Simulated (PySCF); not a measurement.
B(CCH)(Cl)(OMe) (C3H4BClO), SMILES COB(C#C)Cl.

Coordinates come from a PBE0-D3(BJ)/def2-SVP optimisation. The structure was generated by enumeration, and PubChem lists no compound with its InChIKey, so it may never have been made. The values are those of a single conformer.

Method: PySCF with TDDFT-CAM-B3LYP/def2-SVPD.

Vertical excitations.  State labels are in the subgroup Cs.

Computed excitation energies, oscillator strengths and character:
```
state  symmetry  energy (eV)  λ (nm)      f                                                                main pairs
-----  --------  -----------  ------  -----  ------------------------------------------------------------------------
S1           A"         5.16     240  0.000                                                            HOMO→LUMO 94 %
S2           A'         5.91     210  0.067                                        HOMO−1→LUMO 70 %, HOMO→LUMO+2 18 %
S3           A"         6.65     186  0.000                HOMO−1→LUMO+2 67 %, HOMO−1→LUMO+3 14 %, HOMO−1→LUMO+5 11 %
S4           A"         6.92     179  0.000                                                          HOMO−3→LUMO 92 %
S5           A"         7.23     171  0.000                                                          HOMO−4→LUMO 94 %
S6           A'         7.34     169  0.107                                                          HOMO−2→LUMO 94 %
S7           A'         7.86     158  0.034                                                          HOMO→LUMO+1 78 %
S8           A"         8.00     155  0.043                                                        HOMO−1→LUMO+1 80 %
S9           A'         8.32     149  0.813  HOMO→LUMO+2 41 %, HOMO−1→LUMO 20 %, HOMO−5→LUMO 16 %, HOMO−1→LUMO+11 6 %
S10          A"         8.48     146  0.029                                                        HOMO−2→LUMO+1 86 %
T1           A'         4.51     275      0                                                          HOMO−1→LUMO 85 %
T2           A"         4.79     259      0                                                            HOMO→LUMO 87 %
T3           A'         5.45     228      0                      HOMO→LUMO+2 57 %, HOMO→LUMO+3 13 %, HOMO→LUMO+5 12 %
T4           A"         6.24     199      0                HOMO−1→LUMO+2 62 %, HOMO−1→LUMO+3 13 %, HOMO−1→LUMO+5 11 %
```
Triplets are in the Tamm–Dancoff approximation, which puts them higher than full response would, so one can lie above its singlet here.
